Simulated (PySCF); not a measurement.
# What a mistake does to a calculation on CFH4NSi

All numbers below are calculated, not measured. They come from PySCF 2.14.0, an open-source quantum chemistry program, on an isolated molecule that a program drew, which may never have been made. The molecule is CFH4NSi (charge 0, singlet), drawn as the SMILES string `C[Si](=N)F`.

Each row is a Hartree-Fock (HF) and frozen-core CCSD(T) single point in the cc-pV(D+d)Z basis, meant for a local HF minimum. Run 1 is clean. Each other run has one planted mistake out of seven kinds, and not every kind appears here: one electron removed, one electron added, multiplicity raised by two, geometry at a saddle point, minimal basis STO-3G, one bond length entered in bohr, all coordinates scaled. The reference is restricted for singlets and unrestricted otherwise, and also for a bond in bohr. Adding or removing an electron swaps singlet and doublet. Electrons count all cores. HOMO and LUMO are orbital energies over both spins, the gradient is its largest component, and the lowest frequency (negative if imaginary) is given only where the gradient is small. Bond lengths are over the 7 bonds as drawn. T1 is the CCSD diagnostic: over 0.02 (restricted) or 0.045 (unrestricted) a single reference is doubtful.

Geometry of the clean run:
```xyz
8
CFH4NSi, angstrom
C    -2.5616    0.7426   -1.2186
Si   -1.4445    0.9689    0.2392
N    -0.2192    0.2149    0.8304
F    -1.9690    2.2821    0.9827
H    -2.5145    1.6254   -1.8609
H    -2.2814   -0.1377   -1.7968
H    -3.5951    0.6369   -0.8796
H     0.1976   -0.6140    0.4552
```

```
run  electrons  basis functions  <S^2>  HOMO (eV)  LUMO (eV)  gradient (hartree/bohr)  lowest frequency (cm^-1)  mean bond (Å)  longest bond (Å)      T1  HF (hartree)  CCSD(T) (hartree)                          mistake
  1         40               85  0.000     -10.29       3.44                  3.5e-05                       110         1.3257             1.850  0.0149    -483.06429         -483.70172                         no fault
  2         40               85  0.848      -9.96       2.27                  5.0e-02                         -         1.4529             1.891  0.0575    -482.92853         -483.55446  one bond length entered in bohr
  3         39               85  0.767     -18.97      -6.15                  8.7e-02                         -         1.3257             1.850  0.0172    -482.76482         -483.35473             one electron removed
  4         40               28  0.000      -6.96       7.94                  3.1e-02                         -         1.3257             1.850  0.0169    -477.05572         -477.27623                                ?
```

**Which mistake was planted in run 4, and what did it cost?**

It has 28 basis functions where the clean run has 85, with the same electrons and geometry. So the mistake is: minimal basis STO-3G. Subtracting run 1 and multiplying by 627.51 kcal/mol a hartree, the energy moved by 3770.4 kcal/mol in HF and 4032.1 kcal/mol in CCSD(T).

Cautions from the logs. Run 2: T1 is over the limit, so its CCSD(T) energy is less reliable.
